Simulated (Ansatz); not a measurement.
A search over several starts for the lowest SCF solution of Be5S4⁺ at the given spin, in a small basis.

```yaml
crystal:
  periodic: [false, false, false]
  atoms:
    - {symbol: Be, position_ang: [-0.461885, 1.428287, -1.383474]}
    - {symbol: Be, position_ang: [-1.414720, -1.407568, 3.028869]}
    - {symbol: Be, position_ang: [0.653323, -0.183063, 0.542952]}
    - {symbol: Be, position_ang: [-1.626797, -0.129581, 1.174740]}
    - {symbol: Be, position_ang: [1.562207, 0.184750, -1.878094]}
    - {symbol: S, position_ang: [0.338959, 1.124799, -3.049057]}
    - {symbol: S, position_ang: [-0.651118, -1.881537, 1.299698]}
    - {symbol: S, position_ang: [-0.708609, 1.502863, 0.589444]}
    - {symbol: S, position_ang: [2.308639, -0.638960, -0.325070]}
basis:
  gaussian: {orbitals: def2-SVP, initial_orbitals: start.molden}
total_charge: 1
magnetization: {spin_polarized: true, initial_magnetization: 1}
hamiltonian: {xc: pbe0, dispersion: d4}
output: {orbitals: {seedname: orbitals}}
```

The file start.molden holds the orbitals of an earlier run on this structure, at another level or in another basis.

```sh
$ ansatz run in.yaml --threads 4 --pin off --events-out ev --progress --plain --max-ram 4787MiB
```

Shortened log:

```
Functional definition: PBE0
1272 factors; integrals over basis functions are off by at most 2.7e-4 eV
mean field evaluation 1: about -45242.3432 eV, gradient 1.1e2 eV
mean field evaluation 2: about -45269.0563 eV, gradient 4.3e1 eV
mean field evaluation 4: about -45308.6195 eV, gradient 1.3e1 eV
mean field evaluation 8: about -45314.6981 eV, gradient 7.8e-1 eV
mean field evaluation 16: about -45274.7149 eV, gradient 5.6e1 eV
mean field evaluation 32: about -45314.7168 eV, gradient 1.6e-3 eV
mean field -45314.71680337 eV, -1665.2851271056 hartree, gradient 2.6e-5 eV, S^2 0.752168; 1 other end points of the search recorded, 0 dependent functions left out
reference -45314.71685286 eV, -1665.2851289243 hartree; 42, 41 occupied and 75, 76 virtual orbitals, 1272 factors
Total energy: -45315.10121083 eV, -1665.2992538194 hartree
```

It took 17 s on 4 threads of Intel Xeon on a shared host.

Another isomer (doublet) lies 1.11 eV lower at PBE0-D4/def2-TZVP; other spin states weren't run for this one.
